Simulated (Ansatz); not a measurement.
Job for Ansatz (an electronic-structure program): R-RI-MP2/def2-QZVPP on BiH3O2 (SMILES [OH][BiH][OH]), a point of a torsion scan. Elements past Kr take the def2 small-core potentials; no spin–orbit coupling. Files ending in .json are basis or fitting sets from the Basis Set Exchange. The run froze 11 orbitals, filled d shells among them.

Ansatz 0.2 input:
```yaml
crystal:
  periodic: [false, false, false]
  atoms:
    - {symbol: O, position_ang: [-1.35904412, -0.65717747, 0.58224688]}
    - {symbol: Bi, position_ang: [0.01975217, 0.91388237, 0.70451307]}
    - {symbol: O, position_ang: [1.06524326, -0.07075609, 2.18182178]}
    - {symbol: H, position_ang: [-1.71350684, -0.73476853, -0.30141833]}
    - {symbol: H, position_ang: [0.98022093, 0.20372807, -0.63409628]}
    - {symbol: H, position_ang: [1.00180339, -1.01159680, 2.02534929]}
basis:
  gaussian:
    orbitals: def2-QZVPP.json
    fitting: {mean_field: def2-universal-JKFIT, correlation: def2-QZVPP-RIFIT.json}
magnetization: {spin_polarized: false}
correlation: {method: mp2, electrons: outside_noble_gas}
scf: {lower_state_search: off}
```

Give the final energy of this run.

-365.7706 hartree.
